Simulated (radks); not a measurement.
Results of a calculation; reference values are marked as such.
All-electron atom: As V in [Ar] 3d10 4s1 (the NIST ground configuration).

Level of theory: Dirac Kohn-Sham, PBEsol, spin-unpolarised, spherical densities, finite nucleus; Fermi nuclear charge, rms radius 4.0968 fm (a radial shooting solver on a logarithmic mesh with Libxc functionals).

Energy parts (eV):
total: -61373.572
kinetic: 62754.635
electron-nucleus: -146736.399
Hartree: 24806.257
exchange-correlation: -2198.065

Orbitals (lengths in bohr, moments of r in powers of bohr; r(90%) holds 90 % of the orbital's charge):
orbital  occ.  eigenvalue (eV)  r(90%)
1s1/2       2        -11757.78  0.0814
2s1/2       2        -1535.527   0.314
2p1/2       2        -1377.757   0.286
2p3/2       4        -1341.225   0.291
3s1/2       2        -240.1325   0.893
3p1/2       2        -187.0826   0.934
3p3/2       4        -182.0455   0.950
3d3/2       4         -91.0419    1.11
3d5/2       6         -90.3010    1.11
4s1/2       1         -56.8682    2.43
4p1/2       0         -44.7917    2.76
4p3/2       0         -44.2254    2.79
4d3/2       0         -27.3149    3.75
4d5/2       0         -27.2499    3.76

The highest occupied level is 4s1/2 at -56.868 eV. For comparison, the ionisation energy in NIST's Atomic Spectra Database is 62.8 eV (measured). In exact Kohn-Sham theory the highest level is minus the ionisation energy, but local and semilocal functionals leave it too shallow, through self-interaction and a potential that decays too fast; potentials with the right tail come closer. The density falls to 0.001 e/bohr^3 at r = 2.83 bohr.

Beside tabulated values, note that spin-unpolarised runs miss the spin-polarisation part of the exchange energy of open shells.
